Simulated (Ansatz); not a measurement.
Consider the formal exchange of groups at the Si–N bond: `N[SiH](O)BO` + ethylmethylamine → `C[SiH](O)BO` + `CNCN`.

Program: Ansatz. Geometries: PBE0-D4/def2-TZVP. ΔE: electronic, gas phase. CBS: MP2 limit from def2 TZ/QZ plus the TZ coupled-cluster correction, frozen cores. DFT in def2-TZVPP. One conformer a species, not always the lowest.

`N[SiH](O)BO`:

Z-matrix (Å, degrees):
```
Si
O 1 1.660
B 1 2.030 2 109.1
N 1 1.717 2 116.9 3 121.4
H 1 1.485 2 103.9 3 -123.3
H 2 0.959 1 115.6 3 -33.0
O 3 1.358 1 116.6 2 30.0
H 3 1.206 1 124.9 2 -150.6
H 4 1.007 1 120.9 2 74.5
H 4 1.007 1 121.5 2 -74.5
H 7 0.962 3 113.9 1 179.3
```

`CCNC`:

```xyz
13

C    -1.526    0.687   -0.816
C    -0.106    0.205   -0.609
N     0.151   -0.085    0.785
C     1.477   -0.607    1.022
H    -1.723    1.573   -0.209
H    -1.707    0.934   -1.864
H    -2.248   -0.085   -0.529
H     0.598    0.984   -0.923
H     0.091   -0.666   -1.262
H    -0.543   -0.739    1.125
H     1.595   -0.861    2.077
H     1.722   -1.500    0.422
H     2.219    0.160    0.783
```

`C[SiH](O)BO`:

Z-matrix (Å, degrees):
```
C
Si 1 1.862
H 1 1.093 2 110.1
H 1 1.092 2 110.9 3 -120.0
H 1 1.092 2 110.9 3 119.6
O 2 1.663 1 106.1 3 179.8
B 2 2.032 1 113.7 3 -57.7
H 2 1.501 1 108.9 3 61.8
H 6 0.958 2 117.0 1 175.2
O 7 1.354 2 118.6 1 31.2
H 7 1.210 2 123.0 1 -149.9
H 10 0.962 7 113.9 2 178.6
```

`CNCN`:

Z-matrix (Å, degrees):
```
C
N 1 1.446
H 1 1.093 2 110.0
H 1 1.091 2 109.9 3 117.6
H 1 1.104 2 113.8 3 -120.8
C 2 1.453 1 114.0 3 66.7
H 2 1.012 1 110.1 3 -169.9
N 6 1.440 2 114.7 1 -75.2
H 6 1.094 2 107.1 1 164.3
H 6 1.103 2 112.1 1 47.0
H 8 1.013 6 109.8 2 -48.2
H 8 1.011 6 111.4 2 71.0
```

(1) Is it downhill or uphill in electronic energy at CCSD(T)/CBS, and by how much? (Best estimate.)

(2) What do these levels give: ωB97X-V, ωB97M-V, B2PLYP, r2SCAN, PBE0, HF/def2-TZVPP, MP2/def2-TZVPP, CCSD/def2-TZVPP, CCSD(T)/def2-TZVPP, MP2/def2-QZVPP, SCS-MP2/def2-QZVPP, HF/CBS(def2)? (Estimate.)

Largest T1 diagnostic among the species: 0.013.

Results:

(1) Ansatz gave: Uphill: ΔE = +0.88 eV.

(2) Computed: ωB97X-V 0.83, ωB97M-V 0.85, B2PLYP 0.88, r2SCAN 0.83, PBE0 0.80, HF/def2-TZVPP 0.92, MP2/def2-TZVPP 0.90, CCSD/def2-TZVPP 0.87, CCSD(T)/def2-TZVPP 0.86, MP2/def2-QZVPP 0.92, SCS-MP2/def2-QZVPP 0.92, HF/CBS(def2) 0.93 eV.

From PBE to PBE0 (25 % exact exchange), in def2-TZVPP and without D4, ΔE moves by +0.03 eV.
